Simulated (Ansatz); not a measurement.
Start from `N[Si]1(F)CCO1` and change one atom or group to get `F[Si]1(Cl)CCO1`.

Ansatz, PBE0-D4/def2-TZVP geometries, multiplicity 1. Each molecule was computed in one conformer, which needn't be the lowest.

```tsv
property	`N[Si]1(F)CCO1`
HOMO energy (PBE/def2-TZVPP) / eV	-6.40
LUMO energy (ωB97M-V/def2-TZVPP) / eV	2.29
LUMO energy (PBE/def2-TZVPP) / eV	0.06
LUMO energy (PBE0/def2-TZVPP) / eV	0.90
HOMO energy (PBE0/def2-TZVPP) / eV	-7.85
HOMO–LUMO gap (PBE/def2-TZVPP) / eV	6.46
```

(1) What does the change do to each property? (Estimate.)

Results:

(1) The calculation gave: 
| property | `F[Si]1(Cl)CCO1` | shift |
| --- | --- | --- |
| HOMO energy (PBE/def2-TZVPP) / eV | -7.14 | -0.74 |
| LUMO energy (ωB97M-V/def2-TZVPP) / eV | 2.54 | 0.25 |
| LUMO energy (PBE/def2-TZVPP) / eV | -0.14 | -0.20 |
| LUMO energy (PBE0/def2-TZVPP) / eV | 0.80 | -0.10 |
| HOMO energy (PBE0/def2-TZVPP) / eV | -8.73 | -0.88 |
| HOMO–LUMO gap (PBE/def2-TZVPP) / eV | 7.00 | 0.54 |

With PBE0 the HOMO falls by 0.88 eV and the LUMO falls by 0.10 eV, so the gap widens by about 0.78 eV. PBE moves the HOMO by -0.74 eV and ωB97M-V by -0.88 eV.
